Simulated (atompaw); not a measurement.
# What one change does to a pseudopotential (phosphorus (P), PAW (atompaw))

P (Z = 15), PAW, made with atompaw 4.2.0.5 (PBE, scalar-relativistic). Core [Ne], reference 3s2 3p1 (charge +2). Waves: 3s (bound): rc 1.50 bohr; 3s channel at -1.8 Ry: rc 1.50 bohr; 3p (bound): rc 1.50 bohr; 3p channel at -1.5 Ry: rc 1.35 bohr. Local part: bessel scheme, radius 1.10 bohr. Core correction: smooth core density matched at 0.80 bohr. Augmentation charge: besselshape compensation charge, radius 1.30 bohr; PAW radius 1.50 bohr; waves and projectors: custom polynom vanderbiltortho.

Change: wave 3s channel at -1.8 Ry: rc 1.50 bohr becomes 3s channel at 5.12 Ry: rc 1.50 bohr.

Cutoffs: the cutoffs (Ry, on a coarse ladder) from which the occupation-weighted sum of valence levels, in a spherical-Bessel basis at the reference potential, stays within 10 and 1 mRy of its value at 400 Ry; they do not see the model core or the augmentation charge, which bear on the density cutoff.

Q: What does the change do?

A: The potential gets neither clearly harder nor softer (12 Ry and 35 Ry → 18 Ry and 30 Ry); the bound ghost in s disappears; the range in which the s phases agree narrows (upper end at the end of the scan → 1.3).

```tsv
quantity	base	changed
cutoff, loose	12 Ry	18 Ry
cutoff, tight	35 Ry	30 Ry
loose cutoff by channel (10 mRy a level)	s 10 Ry, p 8 Ry	s 18 Ry, p 8 Ry
bound ghosts	s	none
s: phases at 1.51 bohr within 0.05 rad from the reference energy up to (Ry; the scan ends near 5)	to the end of the scan	1.3
p: phases at 1.51 bohr within 0.05 rad from the reference energy up to (Ry; the scan ends near 5)	to the end of the scan	to the end of the scan
lowest overlap eigenvalue by channel	s 0.27, p 0.01	s 0.10, p 0.01
```

 A true bound ghost makes a file unfit for plane-wave use even where its test errors are small: the radial tests pick states by their node count and pass the ghost by. The cutoffs see the waves, projectors and local potential, not the compensation charge or the core.
